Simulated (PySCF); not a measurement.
**Pd²⁹⁺ (palladium, charge +29): UHF calculation**

Configuration: [Ne] 3s2 3p5, 2P determinant. Computed with PySCF 2.14 in an even-tempered Gaussian basis (18 s from 3.9 bohr⁻², ratio 2.5; 12 p from 5 bohr⁻², ratio 2.5; 5 d from 24 bohr⁻², ratio 2.7; 4 f from 36 bohr⁻², ratio 2.7), with the spin-free X2C one-electron Hamiltonian (Gaussian nucleus).

```json
{"Total energy": "-4445.519939 hartree", "One-electron energy": "-5128.2113 hartree", "Hartree (Coulomb) energy": "779.6701 hartree", "Exchange energy": "-96.9787 hartree", "⟨S²⟩": "0.7509", "⟨L²⟩": "2.003", "Sum of ⟨r⟩": "3.394 bohr", "Sum of ⟨r²⟩": "1.054 bohr²", "Traceless quadrupole moment −½Σ⟨3z² − r²⟩ along its main axis": "0.0512 e·bohr²"}
```

```tsv
shell	electrons	mean orbital energy (hartree)	spread (hartree)	rms radius, mean of both spins (bohr)
1s α	1	-952.58355	0	0.0365
1s β	1	-952.44338	0	0.0365
2s α	1	-185.98164	0	0.148
2s β	1	-185.88812	0	0.148
2p α	3	-172.20262	0.21093	0.131
2p β	3	-172.02750	0.16573	0.131
3s α	1	-68.33404	0	0.364
3s β	1	-67.75569	0	0.364
3p α	3	-63.53708	0.34649	0.358
3p β	2	-63.27033	0	0.358
```

Spin-orbit coupling, absent here, splits the open shell strongly.

Densities and radii are taken from the X2C orbitals without a picture-change correction, which distorts them close to the nucleus.

Spin-orbit constants ζ (cm⁻¹) from the X2C one-electron operator on these orbitals: bare nucleus, nucleus screened by l(l+1)(2l+1)/3 electrons, and screened by the Breit-Pauli mean field of the electrons.

```tsv
shell	bare	screened nucleus	mean field
2p	878800	840600	824200
3p	198900	190200	186600
```

To first order the Landé constant is A = -186600 cm⁻¹, so the lowest level has J = 3/2 and lies 11.6 eV below the centre of the term.
